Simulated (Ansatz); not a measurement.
The cluster W2N2. Charge 0, multiplicity 1. Geometry PBE-D4/def2-TZVP, basis def2-TZVP, Ansatz.

```xyz
4

W    -0.4273   -0.2774   -1.5014
W     0.0267    1.2573   -0.0408
N    -0.2170   -0.8165    0.3867
N     0.6177   -0.1635    1.1555
```

| run | HOMO (eV) | LUMO (eV) |
| --- | --- | --- |
| A | -6.92 | -0.97 |
| B | -3.72 | -3.58 |
| C | -3.64 | -3.46 |
| D | -4.62 | -2.86 |
| E | -3.87 | -3.39 |

In the def2 sets W takes a core potential; there is no spin–orbit coupling. LC-ωPBE has ω = 0.4 bohr⁻¹. No other spin state of charge 0 was run. Another isomer (triplet) lies 1.26 eV lower at PBE0-D4/def2-TZVP; other spin states weren't run for this one.

Problem. The runs used LC-ωPBE, PBE, PBE0, r2SCAN, revPBE. Estimate which is which.

Solution. A LC-ωPBE (range-separated); B PBE (0 % exact exchange); C revPBE (0 % exact exchange); D PBE0 (25 % exact exchange); E r2SCAN (0 % exact exchange). Exact exchange lowers occupied and raises empty levels; among semilocal functionals meta-GGAs tend to open the gap a little, and such runs are hard to tell apart. The gap grows from 0.14 eV (PBE) to 5.95 eV (LC-ωPBE). The restricted singlet is unstable towards broken spin symmetry in Hartree–Fock (as tested in another run); at LC-ωPBE/def2-TZVP, PBE-D4/def2-TZVP, revPBE-D4/def2-TZVP, PBE0-D4/def2-TZVP and others this wasn't settled.
